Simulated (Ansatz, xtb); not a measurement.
## Relative energy of two conformers of CH7BN2O

Structure X is `CNB(N)O`, a singlet and structure Y is `CNB(N)O`, a singlet. Both are isolated molecules in the gas phase, relaxed with PBE0-D4/def2-SVP.

X (Å):

```xyz
12

C    -2.4002    0.3330   -1.2492
B     0.0093   -0.2656   -0.6815
N    -1.3781   -0.5787   -0.8183
N     0.5091    1.0371   -0.9380
O     0.9308   -1.2313   -0.3224
H    -3.2112   -0.1900   -1.7828
H    -1.9779    1.0597   -1.9610
H    -2.8694    0.9103   -0.4271
H    -1.7248   -1.4473   -0.4338
H     1.4980    1.2261   -0.8654
H    -0.0670    1.8623   -0.9912
H     0.5655   -2.1181   -0.3466
```

Y (Å):

```yaml
atoms:
  - { symbol: C, position_ang: [-0.8589, -1.2213, 0.8944] }
  - { symbol: B, position_ang: [0.9881, 0.4026, 0.2689] }
  - { symbol: N, position_ang: [-0.3761, 0.0156, 0.3473] }
  - { symbol: N, position_ang: [1.3748, 1.6289, -0.3531] }
  - { symbol: O, position_ang: [1.9221, -0.4632, 0.8054] }
  - { symbol: H, position_ang: [-1.5235, -1.0736, 1.7661] }
  - { symbol: H, position_ang: [-1.4161, -1.8269, 0.1553] }
  - { symbol: H, position_ang: [-0.0032, -1.8209, 1.2327] }
  - { symbol: H, position_ang: [-1.0904, 0.6384, -0.0034] }
  - { symbol: H, position_ang: [2.3108, 2.0029, -0.3058] }
  - { symbol: H, position_ang: [0.7063, 2.2906, -0.7192] }
  - { symbol: H, position_ang: [2.8255, -0.1792, 0.6565] }
```

Energies in hartree; the thermal terms are from PBE0-D4/def2-SVP harmonic frequencies (ideal gas, rigid rotor, one conformer each, 298.15 K, 1 atm) and include the zero-point energy:

```
                              X           Y
E, CCSD(T)/def2-SVP  −251.153251  −251.153147
    E, MP2/def2-SVP  −251.088151  −251.088093
  E, MP2/def2-TZVPP  −251.571048  −251.570880
  zero-point energy     0.100851     0.100559
       H(298 K) − E     0.108822     0.108803
       G(298 K) − E     0.070984     0.070051
```

Correct the CCSD(T) difference for the basis set by the MP2 change, then work out ΔE, ΔE₀, ΔH and ΔG for X → Y in kcal/mol (1 Eh = 627.51 kcal/mol) and the equilibrium ratio [Y]/[X].

1. Differences Y − X: CCSD(T) +0.000104, MP2 in the small set +0.000058, MP2 in the large set +0.000168 Eh.
2. ΔE = +0.000104 + (+0.000168 − (+0.000058)) = +0.000214 Eh = +0.13 kcal/mol.
3. ΔE₀ = ΔE + ΔZPE = +0.000214 + (−0.000292) Eh = −0.05 kcal/mol.
4. ΔH = ΔE + (−0.000019) Eh = +0.12 kcal/mol.
5. ΔG = ΔE + (−0.000933) Eh = −0.45 kcal/mol, so ΔS = (ΔH − ΔG)/T = +8.0 J/(mol K).
6. kT = 0.9442 mEh, so K = [Y]/[X] = exp(−ΔG/kT) = exp(+0.76) ≈ 2.1.

The two are too close for this level to say which is favoured. An error of 1 kcal/mol in ΔG would change K by a factor of 5.4. Mirror images and further conformers aren't counted.

Other levels gave ΔE = 0.0 (PBE0-D4/def2-SVP); −0.4 (HF/def2-SVP); 0.0 (MP2/def2-SVP); +0.1 (CCSD(T)/def2-SVP) kcal/mol. The correlated steps freeze 5 core orbitals. Programs: Ansatz 0.2.0.
